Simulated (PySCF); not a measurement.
Can point charges reproduce the dipole moment of `CC[P@@H](=O)C(C)(C)C`?

Coordinates (GFN2-xTB, Å) and charges (e) from the PBE0/pcSseg-1 density (PySCF):

```json
{"atom": "C1", "x": "3.186", "y": "0.174", "z": "-0.247", "Mulliken": "-0.2790", "IAO": "-0.4175", "Hirshfeld": "-0.1145", "ESP-fitted": "-0.3205"}
{"atom": "C2", "x": "1.833", "y": "0.270", "z": "0.444", "Mulliken": "-0.5147", "IAO": "-0.5078", "Hirshfeld": "-0.1094", "ESP-fitted": "-0.0585"}
{"atom": "P3", "x": "0.561", "y": "-0.306", "z": "-0.749", "Mulliken": "+0.8993", "IAO": "+1.3893", "Hirshfeld": "+0.4102", "ESP-fitted": "+0.7015"}
{"atom": "O4", "x": "0.819", "y": "-1.654", "z": "-1.260", "Mulliken": "-0.6207", "IAO": "-0.9330", "Hirshfeld": "-0.3959", "ESP-fitted": "-0.6403"}
{"atom": "C5", "x": "-1.135", "y": "-0.069", "z": "-0.033", "Mulliken": "-0.7857", "IAO": "-0.1746", "Hirshfeld": "-0.0151", "ESP-fitted": "+0.3477"}
{"atom": "C6", "x": "-1.261", "y": "-1.005", "z": "1.162", "Mulliken": "-0.1687", "IAO": "-0.4217", "Hirshfeld": "-0.1186", "ESP-fitted": "-0.4403"}
{"atom": "C7", "x": "-1.370", "y": "1.382", "z": "0.363", "Mulliken": "-0.1584", "IAO": "-0.4195", "Hirshfeld": "-0.1195", "ESP-fitted": "-0.4460"}
{"atom": "C8", "x": "-2.089", "y": "-0.490", "z": "-1.146", "Mulliken": "-0.1615", "IAO": "-0.4215", "Hirshfeld": "-0.1181", "ESP-fitted": "-0.5386"}
{"atom": "H9", "x": "3.337", "y": "-0.840", "z": "-0.614", "Mulliken": "+0.1440", "IAO": "+0.1605", "Hirshfeld": "+0.0447", "ESP-fitted": "+0.1119"}
{"atom": "H10", "x": "3.995", "y": "0.425", "z": "0.436", "Mulliken": "+0.1263", "IAO": "+0.1468", "Hirshfeld": "+0.0448", "ESP-fitted": "+0.0939"}
{"atom": "H11", "x": "3.224", "y": "0.851", "z": "-1.099", "Mulliken": "+0.1169", "IAO": "+0.1389", "Hirshfeld": "+0.0404", "ESP-fitted": "+0.0855"}
{"atom": "H12", "x": "1.798", "y": "-0.400", "z": "1.308", "Mulliken": "+0.1626", "IAO": "+0.1538", "Hirshfeld": "+0.0491", "ESP-fitted": "+0.0640"}
{"atom": "H13", "x": "1.631", "y": "1.289", "z": "0.775", "Mulliken": "+0.1481", "IAO": "+0.1464", "Hirshfeld": "+0.0436", "ESP-fitted": "+0.0291"}
{"atom": "H14", "x": "0.610", "y": "0.683", "z": "-1.741", "Mulliken": "-0.0022", "IAO": "-0.1184", "Hirshfeld": "-0.0149", "ESP-fitted": "-0.0697"}
{"atom": "H15", "x": "-2.291", "y": "-1.047", "z": "1.513", "Mulliken": "+0.1190", "IAO": "+0.1408", "Hirshfeld": "+0.0436", "ESP-fitted": "+0.1283"}
{"atom": "H16", "x": "-0.631", "y": "-0.671", "z": "1.985", "Mulliken": "+0.1132", "IAO": "+0.1332", "Hirshfeld": "+0.0381", "ESP-fitted": "+0.0837"}
{"atom": "H17", "x": "-0.951", "y": "-2.009", "z": "0.874", "Mulliken": "+0.1366", "IAO": "+0.1539", "Hirshfeld": "+0.0436", "ESP-fitted": "+0.1239"}
{"atom": "H18", "x": "-0.734", "y": "1.668", "z": "1.198", "Mulliken": "+0.1179", "IAO": "+0.1358", "Hirshfeld": "+0.0386", "ESP-fitted": "+0.0932"}
{"atom": "H19", "x": "-2.408", "y": "1.521", "z": "0.664", "Mulliken": "+0.1217", "IAO": "+0.1447", "Hirshfeld": "+0.0453", "ESP-fitted": "+0.1373"}
{"atom": "H20", "x": "-1.165", "y": "2.047", "z": "-0.474", "Mulliken": "+0.1129", "IAO": "+0.1370", "Hirshfeld": "+0.0379", "ESP-fitted": "+0.0878"}
{"atom": "H21", "x": "-1.973", "y": "0.161", "z": "-2.013", "Mulliken": "+0.1134", "IAO": "+0.1360", "Hirshfeld": "+0.0396", "ESP-fitted": "+0.1297"}
{"atom": "H22", "x": "-1.866", "y": "-1.510", "z": "-1.456", "Mulliken": "+0.1415", "IAO": "+0.1582", "Hirshfeld": "+0.0435", "ESP-fitted": "+0.1509"}
{"atom": "H23", "x": "-3.124", "y": "-0.444", "z": "-0.811", "Mulliken": "+0.1174", "IAO": "+0.1387", "Hirshfeld": "+0.0430", "ESP-fitted": "+0.1456"}
```

Q: Compute μ = Σ q r for each scheme (1 e·Å = 4.803 D) and compare with the dipole of the full density.

A: The full density gives (-0.84, 3.15, 1.95) D, 3.80 D in size; dipole vectors point from the negative to the positive end.

| scheme | μx | μy | μz | size (D) | share of the full size (%) | angle to the full dipole (°) |
| --- | --- | --- | --- | --- | --- | --- |
| Mulliken | -0.59 | 3.34 | 1.15 | 3.58 | 94 | 13 |
| IAO | -0.98 | 4.64 | 1.83 | 5.08 | 134 | 10 |
| Hirshfeld | -0.55 | 2.44 | 1.24 | 2.79 | 74 | 5 |
| ESP-fitted | -0.85 | 3.15 | 1.94 | 3.79 | 100 | 0 |

Q: Which set comes closest?

A: Length of the difference vector: ESP-fitted 0.01 D, Mulliken 0.86 D, Hirshfeld 1.04 D, IAO 1.50 D. Closest: ESP-fitted. ESP charges are fitted to the potential around the molecule, whose slowest-falling term is the dipole's. The schemes that divide the density aren't constrained to reproduce the dipole.

Q: What is left for the Hirshfeld atoms' own dipoles?

A: The Hirshfeld atoms' densities add up to the full density, so μ = Σ q r + Σ (atomic dipoles). The atomic dipoles sum to (-0.84, 3.15, 1.95) − (-0.55, 2.44, 1.24) = (-0.29, 0.71, 0.71) D, 1.04 D in size.

Q: With the origin at the mean of the coordinates, (0.000, 0.001, -0.040) Å, which are the largest single terms, by size, of the IAO dipole along the direction of the full one?

A: O4 +9.77, P3 -4.96, C7 -3.34, H19 +1.50, H18 +1.42 D; all 23 atoms together +5.01 D. The single terms depend on the origin, their sum doesn't.

Q: Give the size of the full dipole in other units.

A: 3.80 D = 1.494 au = 0.790 e·Å = 12.66 × 10⁻³⁰ C·m.

One conformer (not necessarily the lowest) at the GFN2-xTB geometry, without solvent, vibrations or thermal averaging.

The values belong to the conformer `[CH3:1][CH2:2][P@@H:3](=[O:4])[C:5]([CH3:6])([CH3:7])[CH3:8]`: C1–C2–P3–O4 56°, C2–P3–C5–C6 -66°.
